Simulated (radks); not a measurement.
The numbers below are computed, except where a source is named.
All-electron atom: Yb24+ in [Kr] 4d10 (the NIST ground configuration). Code: a radial shooting solver on a logarithmic mesh with Libxc functionals. Model: Dirac Kohn-Sham, PBE, spin-unpolarised, spherical densities, finite nucleus; Fermi nuclear charge, rms radius 5.3108 fm.

Spin-orbit splittings of the eigenvalues, e(l+1/2) - e(l-1/2), with zeta = 2 splitting/(2l+1) and mean radii in bohr:

shell  occ.  splitting (eV)  zeta (eV)  <r> j=l-1/2  <r> j=l+1/2
2p        6            1046      697.3      0.06876      0.07626
3p        6               ?          ?       0.2056       0.2194
3d       10           48.60      19.44       0.1930       0.1972
4p        6           59.33      39.56       0.4647       0.4890
4d       10           12.03      4.811       0.4899       0.4971

Estimate the 3p splitting.

Answer. 223.2 eV (zeta = 148.8 eV).
